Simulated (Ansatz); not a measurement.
A basis-limit estimate, worked out

An elementary step of BNH4Cl2O, singlet (BHCl₂O ([OH][B]([Cl])[Cl]) + NH₃ → BNH₂Cl₂ ([NH2][B]([Cl])[Cl]) + H₂O; B–O, H–N broken or loosened, B–N, O–H formed or tightened). “Start” and “end” are the PBE0-D4/def2-TZVP structures reached by relaxing down either side of its saddle point, with the molecules still in contact.

Computed with Ansatz 0.2.0 (basis: def2-TZVPP and def2-QZVPP); correlated methods freeze the cores.

Energies in eV:

| quantity | end | start |
| --- | --- | --- |
| Hartree–Fock, triple zeta (X = 3) | -29267.50124 | -29268.11061 |
| Hartree–Fock, quadruple zeta (X = 4) | -29268.38898 | -29268.99605 |
| MP2 correlation, X = 3 | -25.91518 | -26.06511 |
| MP2 correlation, X = 4 | -28.15943 | -28.32027 |
| CCSD(T) correlation, X = 3 | -28.18582 | -28.30370 |

(1) Work out the step energy at the basis limit: extrapolate Hartree–Fock as E(X) = E∞ + A exp(−7.88 √X) and the MP2 correlation as E(X) = E∞ + B X^−2.97 (the exponents that Neese and Valeev fitted for def2-TZVPP and QZVPP), then add CCSD(T) − MP2 in triple zeta.

T1 diagnostic: at most 0.011.

## Answers

(1) Each step is linear, so take the differences first (end − start): Hartree–Fock 0.60937 (X = 3) and 0.60707 (X = 4); MP2 correlation 0.14993 and 0.16084; CCSD(T) correlation 0.11788.
Two points give E∞ = E(4) + w [E(4) − E(3)], with w = 1/(exp(7.88 (2 − √3)) − 1) = 0.1377 for Hartree–Fock and w = 1/((4/3)^2.97 − 1) = 0.7407 for the correlation.
Hartree–Fock: 0.60707 + 0.1377 × (-0.00230) = 0.6068 eV.
MP2 correlation: 0.16084 + 0.7407 × 0.01091 = 0.1689 eV.
CCSD(T) − MP2: 0.11788 − 0.14993 = -0.0321 eV.
Sum: 0.6068 + 0.1689 + (-0.0321) = 0.7436 eV, or 17.15 kcal/mol. Plain CCSD(T) in triple zeta gives 0.7272 eV, so the larger basis shifts the result by 0.0164 eV.

Labels in which every atom is bracketed show which atoms are joined, not bond orders.

For scale, one of the runs: CCSD(T)/def2-TZVPP, 233 basis functions, launched by `ansatz run in.yaml --threads 4 --pin off --events-out ev --progress --plain --max-ram 9574MiB`. Hardware: 4 CPU threads of an Intel Xeon Platinum 8259CL, shared host. Wall time 75 s; peak host memory 4.1 GiB.
